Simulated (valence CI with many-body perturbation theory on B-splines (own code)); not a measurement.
# Ta XLIII: fill in the table

Level of theory: configuration interaction combined with many-body perturbation theory (CI+MBPT): three valence electrons over a frozen Dirac-Fock core [Ar] 3d10, radial functions for each j: 11 s, 11 p, 10 d, 8 f, 5 g, 2 h, with the one-electron correlation potential Σ1, the two-electron term Σ2, the three-electron term Σ3, Breit, model QED; selected CI, second order for the rest, scaled by the run's own slope (own B-spline code, finite nucleus).

No measured spectrum was set against this ion. As an estimate, large intervals hold to a few tenths of a per cent, small ones and those within an open d or f shell to about a per cent.

| Level | E (eV) |
| --- | --- |
| (4s^2 4p1/2) J=1/2 | 0.00 |
| (4s^2 4p3/2) J=3/2 | ? |
| (4s 4p1/2^2) J=1/2 | 94.21 |
| (4s 4p1/2 4p3/2) J=3/2 [a] | ? |
| (4s 4p1/2 4p3/2) J=5/2 | 180.90 |
| (4s 4p1/2 4p3/2) J=3/2 [b] | ? |
| (4s 4p1/2 4p3/2) J=1/2 | 195.10 |
| (4s^2 4d3/2) J=3/2 | ? |
| (4s^2 4d5/2) J=5/2 | 260.24 |
| (4s 4p3/2^2) J=5/2 | 276.50 |
| (4s 4p3/2^2) J=1/2 | 286.37 |
| (4p1/2^2 4p3/2) J=3/2 | 287.18 |
| (4s 4p3/2^2) J=3/2 | 290.06 |
| (4s 4p1/2 4d3/2) J=3/2 [a] | 322.60 |
| (4s 4p1/2 4d3/2) J=5/2 | 329.30 |
| (4s 4p1/2 4d3/2) J=1/2 | 342.22 |
| (4s 4p1/2 4d3/2) J=3/2 [b] | 343.12 |
| (4s 4p1/2 4d5/2) J=5/2 [a] | ? |
| (4s 4p1/2 4d5/2) J=7/2 | ? |
| (4s 4p1/2 4d5/2) J=3/2 | 358.62 |

Levels are named by their leading jj configuration (3d3/2^4 stands for four electrons in 3d with j = 3/2), which in mixed levels can hold well under half, so a name can repeat and another be missing. Letters in brackets count levels of one name in rising energy.

The levels stand in rising order. What does the calculation give for the missing energies?

(4s^2 4p3/2) J=3/2 91.29; (4s 4p1/2 4p3/2) J=3/2 [a] 172.72; (4s 4p1/2 4p3/2) J=3/2 [b] 192.54; (4s^2 4d3/2) J=3/2 248.30; (4s 4p1/2 4d5/2) J=5/2 [a] 349.59; (4s 4p1/2 4d5/2) J=7/2 354.61.
